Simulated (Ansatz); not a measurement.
## Ligand exchange: GeH3(NH2) + SiH(NH2)(SiH3)2 → SiH3(GeH3) + SiH(NH2)2(SiH3)

Species: GeH3(NH2), singlet; SiH(NH2)(SiH3)2, singlet; SiH3(GeH3), singlet; SiH(NH2)2(SiH3), singlet. The partners trade NH2 for SiH3: Ge–NH2 and Si–SiH3 bonds give way to Ge–SiH3 and Si–NH2.

Shapes, held fixed at every level: PBE0-D4/def2-TZVP. Flexible molecules stand in one conformer, not always the lowest. Programs: Ansatz 0.2.0. The zero-point and thermal change to 298 K, harmonic and unscaled (PBE0-D4/def2-TZVP), is +0.1 kJ/mol.

```csv
level,kind,ΔH(298 K) (kJ/mol),less CCSD(T)/def2-TZVPP
HF/def2-TZVPP,Hartree–Fock,-79.9,-4.3
BHLYP-D4/def2-TZVPP,global hybrid,-81.0,-5.4
PBE0-D4/def2-TZVPP,global hybrid,-75.7,-0.1
r2SCAN0-D4/def2-TZVPP,global hybrid,-81.4,-5.8
MP2/def2-TZVPP,perturbation theory,-77.6,-2.0
CCSD/def2-SVP,coupled cluster or CI,-65.6,+10.0
CCSD(T)/def2-TZVPP,coupled cluster or CI,-75.6,0.0
```

The highest level, CCSD(T)/def2-TZVPP, gives ΔH(298 K) = -75.6 kJ/mol; the levels span -81.4 to -65.6. The column of differences is taken from that level and isn't an error. No measured value is set beside it here. Relativity is left out for Ge. Outer-core shells of Ge are correlated, in sets that cover them unevenly.
